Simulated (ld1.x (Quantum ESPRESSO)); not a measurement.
# An all-electron radial function and its pseudo partner (nickel)

Columns: radius, all-electron u(r) and pseudo u(r) of the 4s shell (level -13.04 eV) of nickel in the configuration [Ar] 3d8 4s1 4p0; revPBE, scalar-relativistic, PAW scheme, ld1.x (Quantum ESPRESSO) 7.5.

```json
{"r (bohr)": "0.120", "all-electron": "-0.1442", "pseudo": "-0.0162"}
{"r (bohr)": "0.240", "all-electron": "-0.1056", "pseudo": "-0.0348"}
{"r (bohr)": "0.360", "all-electron": "0.1366", "pseudo": "-0.0579"}
{"r (bohr)": "0.480", "all-electron": "0.2856", "pseudo": "-0.0872"}
{"r (bohr)": "0.600", "all-electron": "0.2986", "pseudo": "-0.1237"}
{"r (bohr)": "0.720", "all-electron": "0.2173", "pseudo": "-0.1680"}
{"r (bohr)": "0.840", "all-electron": "0.0890", "pseudo": "-0.2195"}
{"r (bohr)": "0.960", "all-electron": "-0.0534", "pseudo": "-0.2771"}
{"r (bohr)": "1.080", "all-electron": "-0.1911", "pseudo": "-0.3390"}
{"r (bohr)": "1.200", "all-electron": "-0.3142", "pseudo": "-0.4028"}
{"r (bohr)": "1.320", "all-electron": "-0.4188", "pseudo": "-0.4657"}
{"r (bohr)": "1.440", "all-electron": "-0.5041", "pseudo": "-0.5250"}
{"r (bohr)": "1.560", "all-electron": "-0.5708", "pseudo": "-0.5779"}
{"r (bohr)": "1.680", "all-electron": "-0.6207", "pseudo": "-0.6221"}
{"r (bohr)": "1.800", "all-electron": "-0.6556", "pseudo": "-0.6557"}
{"r (bohr)": "1.920", "all-electron": "-0.6777", "pseudo": "-0.6777"}
{"r (bohr)": "2.040", "all-electron": "-0.6886", "pseudo": "-0.6886"}
{"r (bohr)": "2.160", "all-electron": "-0.6903", "pseudo": "-0.6903"}
{"r (bohr)": "2.280", "all-electron": "-0.6843", "pseudo": "-0.6843"}
{"r (bohr)": "2.400", "all-electron": "-0.6720", "pseudo": "-0.6720"}
{"r (bohr)": "2.520", "all-electron": "-0.6547", "pseudo": "-0.6547"}
{"r (bohr)": "2.640", "all-electron": "-0.6334", "pseudo": "-0.6334"}
{"r (bohr)": "2.760", "all-electron": "-0.6092", "pseudo": "-0.6092"}
{"r (bohr)": "2.880", "all-electron": "-0.5829", "pseudo": "-0.5829"}
{"r (bohr)": "3.000", "all-electron": "-0.5552", "pseudo": "-0.5552"}
{"r (bohr)": "3.120", "all-electron": "-0.5268", "pseudo": "-0.5268"}
```

**Question.** How many radial nodes do the two functions have?

**Answer.** The all-electron 4s function has n − l − 1 = 3 (the table is too coarse to show those close to the nucleus); the pseudo-wave has 0, since the states of the same l below it are removed with the core.

**Question.** At about which radius was the pseudo-wave matched?

**Answer.** 1.85 bohr, where the columns begin to agree (steps of 0.12 bohr).

**Question.** Where does each function peak?

**Answer.** Outermost all-electron maximum near 2.16 bohr, pseudo maximum near 2.16 bohr (to the table’s step).

**Question.** Is the pseudo-wave norm-conserving?

**Answer.** No, it belongs to a PAW set: the norm inside the radius is not constrained, and the difference is carried by the augmentation charge.
